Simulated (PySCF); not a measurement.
## Computed spin Hamiltonian

Species: C₇H₈F (doublet state).
Z-matrix (Å and degrees, GFN2-xTB geometry), rows numbered from 1:
```
C 
C   1  1.5345
C   2  1.4671  1  111.60
C   3  1.2973  2  131.34  1  -115.15
C   4  1.5215  3  120.55  2    -0.57
C   5  1.4925  4  109.57  3    -4.70
F   6  1.3606  5  113.08  4  -175.19
C   6  1.3208  5  127.41  4     4.03
H   1  1.0875  2  110.36  3   178.65
H   1  1.0871  2  110.07  3   -61.22
H   1  1.0874  2  110.07  3    58.55
H   2  1.0982  1  108.29  3   121.31
H   4  1.0796  3  123.65  2   179.69
H   5  1.0959  4  110.16  3   116.37
H   5  1.0954  4  110.12  3  -125.50
H   8  1.0799  2  116.77  1   -63.20
```

As a line formula: `C1=C(CC=[C][C@H]1C)F` [radical].

Method: UKS B3LYP, pcH-1 on C F H, non-relativistic, mean-field spin-orbit, GIAO (PySCF 2.14.0). Geometry: GFN2-xTB; no solvent, vibrations or thermal averaging. A GFN2-xTB geometry isn't a minimum of the functional, and hyperfine couplings can be far from their values at a DFT geometry. No stability test was run, so a lower SCF solution isn't excluded.

- g1, g2, g3: 2.00157, 2.00212, 2.00280
- g_iso: 2.00216
- Form of g: rhombic: the two nearest values differ by 45 % of g3 − g1
- ⟨S²⟩: 0.7584 (exact 0.7500)
- HOMO–LUMO gap, α and β orbitals: 6.60, 4.55 eV
- Total energy: -371.31526 Eh

Isotropic coupling and dipolar principal values T1 to T3, in mT (MHz turned into mT with g_iso):

```tsv
atom	isotope	a_iso	T1	T2	T3	Mulliken spin population
C1	13C	0.29	-0.05	-0.04	0.09	0.00
C2	13C	0.94	-0.22	-0.20	0.42	-0.03
C3	13C	12.36	-2.84	-2.11	4.94	1.00
C4	13C	0.42	-0.69	0.06	0.63	-0.14
C5	13C	2.09	-0.29	-0.25	0.54	0.08
C6	13C	-0.28	-0.08	-0.01	0.08	-0.01
F7	19F	1.23	-0.32	-0.14	0.46	0.00
C8	13C	1.81	-0.19	-0.16	0.35	0.05
H9	1H	-0.04	-0.07	-0.06	0.13	0.00
H10	1H	-0.04	-0.15	-0.11	0.26	0.00
H11	1H	-0.03	-0.12	-0.10	0.22	0.00
H12	1H	0.80	-0.25	-0.19	0.45	0.01
H13	1H	3.02	-0.23	-0.19	0.42	0.03
H14	1H	-0.40	-0.14	-0.06	0.20	0.00
H15	1H	-0.20	-0.14	-0.05	0.19	0.00
H16	1H	0.64	-0.12	-0.06	0.18	0.01
```

The Mulliken spin populations are largest on C3 (+1.00), C4 (-0.14) and C5 (+0.08). C3 is the only atom above +0.15.

Axes: g2 points within 3° of the C4–C5 bond.

Under fast tumbling the dipolar parts average out, and these isotropic splittings remain (the largest six): 1 × 1H (H13, I = 1/2, 2 lines) with 3.02 mT, 1 × 19F (F7, I = 1/2, 2 lines) with 1.23 mT, 1 × 1H (H12, I = 1/2, 2 lines) with 0.80 mT, 1 × 1H (H16, I = 1/2, 2 lines) with 0.64 mT, 1 × 1H (H14, I = 1/2, 2 lines) with 0.40 mT and 1 × 1H (H15, I = 1/2, 2 lines) with 0.20 mT.

Means are taken over nuclei equivalent by connectivity, which assumes that they swap fast.

The 13C coupling of C3 (346.3 MHz) shows only in satellite lines or after enrichment, since that isotope makes up about 1.07 % of natural carbon.

β density exceeds α density at some nuclei, such as C6 (-0.0069), H14 (-0.0025) and H15 (-0.0013), spin density in bohr⁻³. In a single determinant that takes different orbitals for the two spins, that is spin polarisation.

Hardware: one thread, Arm Neoverse V2 (aarch64), no GPU (shared host). Cost: 67 s (grids of density and orbitals included), 0.97 GiB resident at most.
